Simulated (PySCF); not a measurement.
CH5BrGe.
Numbering: `[CH3:1][GeH2:2][Br:3]` (hydrogens: H4, H5, H6 on C1; H7, H8 on Ge2)

Jobs on this species (8 atoms, 78 electrons) with PySCF (density fitting). Hardware of each: Arm Neoverse V1, one thread, no GPU (shared host). Other jobs ran on the host; a repeat could differ by tens of per cent or more. Peak memory is the resident size of the whole Python process, interpreter and libraries included.

```json
{"level and settings": "delta-SCF UKS HF, pcX-2 on the ionised atom, pcseg-1 elsewhere, spin-free X2C", "work": "ΔSCF core ionisation, 1 hole", "basis functions": "124", "SCF cycles": "?", "wall time": "?", "peak memory": "?"}
{"level and settings": "delta-SCF UKS PBE, pcX-2 on the ionised atom, pcseg-1 elsewhere, spin-free X2C", "work": "ΔSCF core ionisation, 1 hole", "basis functions": "124", "SCF cycles": "?", "wall time": "?", "peak memory": "?"}
{"level and settings": "delta-SCF UKS SCAN, pcX-2 on the ionised atom, pcseg-1 elsewhere, non-relativistic", "work": "ΔSCF core ionisation, 1 hole", "basis functions": "124", "SCF cycles": "16", "wall time": "3.8 s", "peak memory": "0.44 GiB"}
{"level and settings": "delta-SCF UKS PBE0, pcX-2 on the ionised atom, pcseg-1 elsewhere, spin-free X2C", "work": "ΔSCF core ionisation, 1 hole", "basis functions": "124", "SCF cycles": "15", "wall time": "5.7 s", "peak memory": "0.44 GiB"}
{"level and settings": "delta-SCF UKS SCAN, pcX-2 on the ionised atom, pcseg-1 elsewhere, spin-free X2C", "work": "ΔSCF core ionisation, 1 hole", "basis functions": "124", "SCF cycles": "16", "wall time": "4.1 s", "peak memory": "0.43 GiB"}
{"level and settings": "PBE0-D3(BJ)/def2-SVP, grid level 1", "work": "geometry optimisation from a GFN2-xTB start shaken at random", "basis functions": "103", "SCF cycles": "46", "wall time": "36 s", "peak memory": "0.43 GiB"}
{"level and settings": "delta-SCF UKS B3LYP, pcX-2 on the ionised atom, pcseg-1 elsewhere, spin-free X2C", "work": "ΔSCF core ionisation, 1 hole", "basis functions": "124", "SCF cycles": "15", "wall time": "5.8 s", "peak memory": "0.44 GiB"}
{"level and settings": "delta-SCF UKS SCAN, pcX-1 on the ionised atom, pcseg-1 elsewhere, spin-free X2C", "work": "ΔSCF core ionisation, 1 hole", "basis functions": "103", "SCF cycles": "16", "wall time": "3.2 s", "peak memory": "0.44 GiB"}
{"level and settings": "delta-SCF UKS SCAN, def2-TZVP on the ionised atom, pcseg-1 elsewhere, spin-free X2C", "work": "ΔSCF core ionisation, 1 hole", "basis functions": "110", "SCF cycles": "16", "wall time": "3.7 s", "peak memory": "0.44 GiB"}
```

**Question.** Fill in the missing figures.

**Answer.** 
- delta-SCF UKS HF, pcX-2 on the ionised atom, pcseg-1 elsewhere, spin-free X2C; ΔSCF core ionisation, 1 hole: 3.5 s, 0.44 GiB, 14 SCF cycles
- delta-SCF UKS PBE, pcX-2 on the ionised atom, pcseg-1 elsewhere, spin-free X2C; ΔSCF core ionisation, 1 hole: 2.6 s, 0.44 GiB, 15 SCF cycles

**Question.** What do all jobs in the table cost together?

**Answer.** About 68 s; the longest takes about 53 % of that, and about 14 times as long as the shortest.
